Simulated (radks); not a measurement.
Values are calculated unless marked as measured or tabulated.
Kr III, 34 electrons, occupied as [Ar] 3d10 4s1.75 4p4 5p0.25 (fractional occupations, a model configuration). Code: a radial shooting solver on a logarithmic mesh with Libxc functionals. Model: Dirac Kohn-Sham, OLYP, spin-unpolarised, spherical densities, finite nucleus; open shells fill j = l - 1/2 first; Fermi nuclear charge, rms radius 4.1884 fm.

Normalised radial functions P(r) = r R(r) (large component), r in bohr:

r           3p3/2    4p3/2    5p1/2
0.001876   0.0019   0.0006   0.0005
0.002502   0.0033   0.0011   0.0007
0.003364   0.0059   0.0019   0.0012
0.004522   0.0104   0.0034   0.0019
0.006032   0.0179   0.0058   0.0030
0.008109   0.0310   0.0101   0.0050
0.0109     0.0529   0.0172   0.0081
0.01466    0.0890   0.0289   0.0132
0.01955    0.1442   0.0468   0.0207
0.02629    0.2296   0.0745   0.0322
0.03534    0.3504   0.1136   0.0481
0.04714    0.4999   0.1618   0.0673
0.06337    0.6647   0.2143   0.0876
0.0852     0.7847   0.2509   0.1005
0.1136     0.7672   0.2406   0.0938
0.1528     0.5061   0.1481   0.0537
0.2054    -0.0421  -0.0379  -0.0227
0.2762    -0.7522  -0.2643  -0.1117
0.3683    -1.3129  -0.4039  -0.1607
0.4952    -1.4646  -0.3322  -0.1199
0.6658    -1.1528  -0.0112   0.0201
0.8881    -0.6546   0.4188   0.1895
1.194     -0.2501   0.7674   0.2880
1.605     -0.0601   0.8442   0.2099
2.141     -0.0084   0.6404  -0.0462
2.879     -0.0005   0.3334  -0.3683
3.87      0.0000   0.1161  -0.5511
5.203     0.0000   0.0230  -0.4635
6.94      0.0000   0.0024  -0.2507
9.33      0.0000   0.0001  -0.0731
12.54     0.0000   0.0000  -0.0094

3p3/2: eigenvalue -220.99 eV, 1 radial node at r = 0.202 bohr, <r> = 0.543 bohr, 90 % of the charge inside 0.827 bohr. 4p3/2: eigenvalue -32.185 eV, 2 radial nodes at r = 0.195, 0.671 bohr, <r> = 1.73 bohr, 90 % of the charge inside 2.57 bohr. 5p1/2: eigenvalue -10.314 eV, 3 radial nodes at r = 0.190, 0.643, 2.05 bohr, <r> = 4.48 bohr, 90 % of the charge inside 6.47 bohr.
